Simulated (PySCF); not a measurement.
C6H15N, triplet, at the geometry of the source list (a higher spin typed on purpose: for a closed-shell molecule this is an excited state) (in this run its highest filled SCF level lies above zero, so its values depend strongly on the basis, on diffuse functions most of all); DF-CAMB3LYP/6-31G run with PySCF.

The PySCF input:
```python
from pyscf import gto, scf, dft

mol = gto.M(
    atom='''
C    -1.632800    2.007400   -0.078500
C    -0.539000    1.215800   -0.786800
N     0.275600    0.424800    0.120600
C    -0.464200   -0.533700    0.921900
C    -1.157300   -1.675500    0.164200
C     1.430800   -0.123600   -0.570300
C     2.445200   -0.765500    0.369700
H    -1.213800    2.535100    0.774600
H    -2.054100    2.735500   -0.768300
H    -2.438500    1.363600    0.264600
H    -0.989800    0.601800   -1.588300
H     0.137100    1.927600   -1.270900
H     0.231500   -0.958600    1.647100
H    -1.212200    0.023100    1.488400
H    -0.433300   -2.276400   -0.380700
H    -1.888300   -1.287000   -0.540600
H    -1.672700   -2.319000    0.872600
H     1.144700   -0.849600   -1.353700
H     1.918500    0.716400   -1.075100
H     2.087500   -1.713900    0.762000
H     3.369800   -0.952500   -0.172200
H     2.655500   -0.095800    1.199800
''',
    basis='6-31g',
    charge=0,
    spin=2,
    verbose=4,
)

mf = dft.UKS(mol)
mf.xc = 'camb3lyp'
mf = mf.density_fit(auxbasis='def2-universal-jkfit')
mf.kernel()
mf.analyze()
```

Output, abridged:

```
PySCF version 2.14.0

[INPUT] verbose = 4
[INPUT] num. atoms = 22
[INPUT] num. electrons = 58
[INPUT] charge = 0
[INPUT] spin (= nelec alpha-beta = 2S) = 2
[INPUT] symmetry False subgroup None
[INPUT] Mole.unit = angstrom
[INPUT] Symbol           X                Y                Z      unit          X                Y                Z       unit  Magmom
[...]
nuclear repulsion = 341.120714709919
number of shells = 65
number of NR pGTOs = 214
number of NR cGTOs = 93
basis = 6-31g
ecp = {}

******** <class 'pyscf.df.df_jk.DFUKS'> ********
method = DFUKS
initial guess = minao
damping factor = 0
level_shift factor = 0
DIIS = <class 'pyscf.scf.diis.CDIIS'>
diis_start_cycle = 1
diis_space = 8
diis_damp = 0
SCF conv_tol = 1e-09
SCF conv_tol_grad = None
SCF max_cycles = 50
direct_scf = False
number electrons alpha = 30  beta = 28
XC library pyscf.dft.libxc version 7.1.2
    S. Lehtola, C. Steigemann, M. J. T. Oliveira, and M. A. L. Marques,  SoftwareX 7, 1–5 (2018)
XC functionals = camb3lyp
    T. Yanai, D. P. Tew, and N. C. Handy,  Chem. Phys. Lett. 393, 51 (2004)
radial grids:
    Treutler-Ahlrichs [JCP 102, 346 (1995); DOI:10.1063/1.469408] (M4) radial grids

becke partition: Becke, JCP 88, 2547 (1988); DOI:10.1063/1.454033
pruning grids: <function nwchem_prune>
grids dens level: 3
symmetrized grids: False
atomic radii adjust function: <function treutler_atomic_radii_adjust>
small_rho_cutoff = 0
Set gradient conv threshold to 3.16228e-05
tot grids = 245736
******** <class 'pyscf.df.df.DF'> ********
auxbasis = def2-universal-jkfit
Create RSH-DF object <pyscf.df.df.DF object> for omega=0.33
******** <class 'pyscf.df.df.DF'> ********
auxbasis = auxmol.basis = def2-universal-jkfit
init E= -292.919938492352

cycle= 1 E= -291.834528152798  delta_E= 1.09  |g|= 0.324  |ddm|=  6.7

cycle= 2 E= -291.830463301762  delta_E= 0.00406  |g|= 0.362  |ddm|= 1.68

cycle= 3 E= -291.892185906928  delta_E= -0.0617  |g|= 0.045  |ddm|= 0.544

cycle= 4 E= -291.89341796621  delta_E= -0.00123  |g|= 0.0207  |ddm|= 0.231

cycle= 5 E= -291.893873777807  delta_E= -0.000456  |g|= 0.00606  |ddm|= 0.219

cycle= 6 E= -291.893993976961  delta_E= -0.00012  |g|= 0.00243  |ddm|= 0.207

cycle= 7 E= -291.894021238503  delta_E= -2.73e-05  |g|= 0.00153  |ddm|= 0.112

cycle= 8 E= -291.894031501744  delta_E= -1.03e-05  |g|= 0.000703  |ddm|= 0.0695

cycle= 9 E= -291.894036592373  delta_E= -5.09e-06  |g|= 0.000431  |ddm|= 0.0673

[...]
converged SCF energy = -291.894037934995  <S^2> = 2.0049045  2S+1 = 3.0032679
Total Energy =                        -291.894037934994572
[...]
spin_pop of  21 H 1s        0.00168
spin_pop of  21 H 2s        0.00310
 ** Mulliken Spin Density (per atom)  **
spin density of  0 C =      0.03726
spin density of  1 C =      0.06954
spin density of  2 N =      0.81047
spin density of  3 C =      0.01297
spin density of  4 C =      0.16480
spin density of  5 C =      0.06964
spin density of  6 C =      0.03731
spin density of  7 H =      0.00477
spin density of  8 H =      0.02083
spin density of  9 H =      0.02653
spin density of  10 H =      0.14866
spin density of  11 H =      0.08278
spin density of  12 H =      0.03848
spin density of  13 H =      0.03848
spin density of  14 H =      0.05530
spin density of  15 H =      0.05522
spin density of  16 H =      0.04310
spin density of  17 H =      0.14878
spin density of  18 H =      0.08286
spin density of  19 H =      0.02657
spin density of  20 H =      0.02086
spin density of  21 H =      0.00478
 ** Mulliken pop alpha/beta on meta-lowdin orthogonal AOs **
 ** Mulliken pop       alpha | beta **
In total            30.00000 | 28.00000
 ** Mulliken atomic charges   ( Nelec_alpha | Nelec_beta ) **
charge of  0C =     -0.34080  (     3.18903      3.15177 )
charge of  1C =     -0.16281  (     3.11618      3.04663 )
charge of  2N =      0.17873  (     3.81587      3.00540 )
charge of  3C =     -0.14004  (     3.07651      3.06354 )
charge of  4C =     -0.35455  (     3.25967      3.09488 )
charge of  5C =     -0.16286  (     3.11625      3.04661 )
charge of  6C =     -0.34081  (     3.18906      3.15175 )
charge of  7H =      0.10691  (     0.44893      0.44416 )
charge of  8H =      0.10536  (     0.45774      0.43690 )
charge of  9H =      0.08890  (     0.46881      0.44228 )
charge of  10H =      0.08044  (     0.53411      0.38545 )
charge of  11H =      0.06425  (     0.50926      0.42649 )
charge of  12H =      0.10574  (     0.46637      0.42789 )
charge of  13H =      0.10571  (     0.46639      0.42790 )
charge of  14H =      0.06523  (     0.49503      0.43973 )
charge of  15H =      0.06530  (     0.49496      0.43974 )
charge of  16H =      0.08968  (     0.47671      0.43361 )
charge of  17H =      0.08037  (     0.53420      0.38543 )
charge of  18H =      0.06416  (     0.50935      0.42649 )
charge of  19H =      0.08886  (     0.46885      0.44228 )
charge of  20H =      0.10533  (     0.45777      0.43691 )
charge of  21H =      0.10689  (     0.44894      0.44416 )
Dipole moment(X, Y, Z, Debye):  0.39365,  0.73585,  0.93940
```
